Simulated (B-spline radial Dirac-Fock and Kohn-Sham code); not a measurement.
# Relativistic shifts of the levels of Os⁵⁴⁺

System: the Os⁵⁴⁺ ion in the configuration [Ar] 3d4.

Both columns are ΔSCF binding energies of the configuration average from a radial B-spline solver: non-relativistic Hartree-Fock with a point nucleus, and Dirac-Fock with a finite nucleus and the Coulomb interaction alone, averaged over the two j levels with weights 2j+1.

```
shell  Hartree-Fock (eV)  Dirac-Fock (eV)  shift (eV)  shift (%)
   1s            71468.1          77908.8    +6440.71      +9.01
   2s            14801.7          16574.8    +1773.04     +11.98
   2p            14351.3          14978.6     +627.33      +4.37
   3s             5708.1           6219.5     +511.46      +8.96
   3p             5509.7           5728.0     +218.31      +3.96
   3d             5213.1           5233.9      +20.79      +0.40
```

Relativity binds 1s, 2s, 2p, 3s, 3p, 3d more strongly, among those listed most of all 2s in relative terms.

Values without a named source are computed, but for edge energies of neutral atoms, which are taken from tables.
